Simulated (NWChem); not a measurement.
System: C₂H₆ClFSi; SMILES CC[Si@@H](F)Cl

Input file for NWChem:

```
start job
memory heap 200 mb stack 900 mb global 1100 mb
geometry units angstroms noautoz
  C     -0.962750     1.980641     0.651400
  C     -0.280120     1.500108    -0.627348
  Si     0.566679    -0.147943    -0.484305
  F      1.705498    -0.068548     0.669155
  Cl    -0.786277    -1.590640     0.101133
  H     -1.732439     1.267537     0.983711
  H     -1.450938     2.955619     0.502830
  H     -0.238998     2.091493     1.473124
  H      0.486053     2.222299    -0.963137
  H     -1.003777     1.421844    -1.458221
  H      1.225361    -0.603377    -1.733546
end
basis spherical
  * library cc-pvdz
end
dft
  xc xpbe96 cpbe96
  iterations 150
  mulliken
end
task dft energy
```

Structure relaxed at the PBE0/def2-SVP level.

Problem. Give the results of this calculation. (PBE/cc-pVDZ.) Quantities: basis functions; energy (Ha); highest occupied level (eV); orbital gap (eV); dipole (D).

Solution. The number of basis functions comes out as 108 and the energy (Ha) is -928.93. The highest occupied level (eV) is -7.23 and the orbital gap (eV) is 7.29. The dipole (D) is 2.22.
